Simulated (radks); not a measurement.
Excited configurations of the neodymium ion Nd2+: one electron is placed in a higher orbital outside [Xe] 4f3. The ground configuration is [Xe] 4f4. All-electron calculation, non-relativistic Kohn-Sham, TPSS, spin-polarised, spherical densities, point nucleus; open shells are filled with parallel spins first (spin-orbit coupling, left out, can overturn this in heavy ions); meta-GGA in the generalised Kohn-Sham scheme; relativity is left out, which matters for an element this heavy. Program: a radial shooting solver on a logarithmic mesh with Libxc functionals. Excitation = E - E(ground); binding = E(ion) - E, where the ion is the core of charge +3; n* = 3/sqrt(2 binding) in atomic units, and the quantum defect is n - n*.

outer orbital	excitation (eV)	binding (eV)	n*	quantum defect	eigenvalue (eV)
5f	18.359	8.021	3.907	1.093	-6.429
6s	8.847	17.534	2.643	3.357	-14.978
6p	12.258	14.122	2.945	3.055	-12.017
6d	16.755	9.625	3.567	2.433	-8.094
6f	20.964	5.416	4.755	1.245	-4.467
7p	18.319	8.062	3.897	3.103	-6.902
7d	20.422	5.959	4.533	2.467	-5.058
7f	22.547	3.833	5.652	1.348	-3.263

The Delta-SCF ionisation energy is 26.381 eV (NIST Atomic Spectra Database: 22.09 eV, semi-empirical). Self-interaction in the functional shifts the binding energies and quantum defects, so they are the method's values and not measured ones. Relativity is left out here, which matters for elements this heavy. Open shells are spherical and high-spin; term and fine-structure splittings are not resolved.
